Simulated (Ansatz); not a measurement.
In3N3H12⁺, a cluster cut from zinc blende InN (hydrogen-capped). Charge 1, multiplicity 2. Geometry PBE-D4/def2-SVP; atoms count from 1.

```csv
atom,x (Å),y (Å),z (Å)
In1,0.2342,-1.9175,-0.9012
In2,1.1234,0.3344,2.0131
In3,-2.1269,0.9411,-0.1321
N4,-0.9717,-0.2735,-1.7548
N5,-0.3174,1.7062,0.9638
N6,1.8538,-0.8072,0.1138
H7,1.2295,-1.9980,-2.4259
H8,-0.5854,-3.1148,-0.0042
H9,2.6249,1.1903,2.2466
H10,0.1617,-0.7814,2.9026
H11,-2.6658,2.1778,-1.2371
H12,-2.8579,-0.2209,0.9057
H13,-0.4130,0.3596,-2.3490
H14,-1.7008,-0.6486,-2.3853
H15,0.1916,2.3955,0.3875
H16,-0.7149,2.2800,1.7281
H17,2.3517,-0.1644,-0.5225
H18,2.5831,-1.4585,0.4511
```

In the def2 sets In takes a core potential; there is no spin–orbit coupling.

Question: Estimate the Mulliken populations from the PBE0/def2-TZVP orbitals of Ansatz.

Answer: 
| atom | charge (e) | spin (α − β) |
| --- | --- | --- |
| In1 | 0.59 | 0.00 |
| In2 | 0.52 | 0.01 |
| In3 | 0.52 | 0.01 |
| N4 | -0.77 | 0.22 |
| N5 | -0.85 | 0.00 |
| N6 | -0.77 | 0.22 |
| H7 | 0.10 | 0.47 |
| H8 | 0.02 | -0.02 |
| H9 | -0.02 | 0.06 |
| H10 | -0.03 | -0.01 |
| H11 | -0.02 | 0.06 |
| H12 | -0.03 | 0.00 |
| H13 | 0.29 | -0.01 |
| H14 | 0.30 | -0.01 |
| H15 | 0.28 | 0.00 |
| H16 | 0.29 | 0.00 |
| H17 | 0.29 | -0.01 |
| H18 | 0.30 | -0.01 |
Mulliken values and Mayer orders depend strongly on the basis.

Question: Where does the spin sit?

Answer: Summed by element: In 0.01, N 0.45, H 0.55, of 1 unpaired in all. Largest on single atoms: H7 0.47, N6 0.22, N4 0.22.

Question: And the Mayer bond orders between bonded heavy atoms (over 0.3)?

Answer: In1–N4 0.62 (2.21 Å); In1–N6 0.62 (2.21 Å); In2–N5 0.54 (2.25 Å); In2–N6 0.37 (2.33 Å); In3–N4 0.37 (2.33 Å); In3–N5 0.54 (2.25 Å).
